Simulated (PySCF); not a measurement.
Structure elucidation problem

An unknown has the formula C5H10N2. Its calculated NMR data are:

1H NMR (400 MHz, computed): δ 6.11 (t, J = 2.5 Hz, 1H), 3.36 (q, J = 7.8 Hz, 2H), 2.97 (m, 2H), 2.56 (m, 2H), 0.89 (t, J = 7.8 Hz, 3H).

13C{1H} NMR (computed): δ 125.6 (CH), 48.2 (CH2), 47.7 (CH2), 36.3 (CH2), 9.0 (CH3).

- GIAO KT3/pcSseg-1 shieldings
- B3LYP/pcJ-1 coupling constants (spin–dipole term only in couplings to heteroatoms)
- PBE0-D3(BJ)/def2-SVP structure
- program: PySCF 2.14.0 with density-fitted response routines
- one conformer, non-relativistic Hamiltonian, equivalent nuclei averaged, no solvent

Scale: TMS for 1H and 13C (reference shieldings calculated alike).

Deduce the structure.

## Answers


- The formula gives 2 degrees of unsaturation (1 ring in the answer).
- 5 carbon signals for 5 carbons: no two carbons are equivalent.
- Carbon types of the structure: 1 × CH, 3 × CH2, 1 × CH3, which accounts for all hydrogens.
- δC 125.6: C=N carbon.
- δC 48.2, 47.7: sp3 CH2 bonded to N; deshielded by the electronegative neighbour.
- δC 36.3: sp3 CH2 in a ring; aliphatic region, no heteroatom directly attached.
- δC 9.0: methyl carbon; saturated and bonded to C and H only.
- δH 6.11: hydrogen on a C=N carbon.
- δH 3.36, 2.97: hydrogen on an sp3 CH2 bonded to N; its carbon carries N, hence the downfield position.
- δH 2.56: hydrogen on an sp3 CH2 in a ring.
- The protons at 0.89 and 3.36 share a coupling of 7.8 Hz (vicinal).

Structure: `CCN1CCC=N1`.

The shifts were computed for this structure.

Multiplet labels drop couplings under 1 Hz and merge nearly equal ones. Couplings among chemically equivalent protons are left out too, so labels in AA′BB′ or AA′XX′ sets are apparent multiplicities. Unscaled 3J(H,H) at this level run about 10 % above measured values. Shifts are as computed, not scaled to solution data. Of 1313 compounds with measured shifts, 239 miss one by over three times the rms of a fit or turn the order of signals round; such compounds aren't used in these exercises. 3J across rotatable bonds or in flexible rings reflects this conformer alone.
